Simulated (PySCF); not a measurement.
CH7ClN2Si, SMILES [Si@@H](Cl)(N)CN.

The structure is a stationary point at B3LYP-D3(BJ)/def2-SVP. The structure was generated by enumeration; whether it is a known compound was not checked. Other conformers were not sampled.

Vertical ionisation energy (IE) and electron affinity (EA) in eV. Rows of orbital energies are one-electron estimates. Where ΔSCF, EOM or ADC give a negative EA the extra electron is unbound and the value depends on the basis.

```tsv
level	IE	EA
−ε(HOMO), −ε(LUMO), B3LYP/def2-TZVP (PySCF)	6.48	-0.22
−ε(HOMO), −ε(LUMO), PBE/def2-TZVP (PySCF)	…	…
```

Some entries are withheld; supply them. (The exact figures need the calculation; the answer reports its results.)


- −ε(HOMO), −ε(LUMO), PBE/def2-TZVP (PySCF), IE: 5.32
- −ε(HOMO), −ε(LUMO), PBE/def2-TZVP (PySCF), EA: 0.29
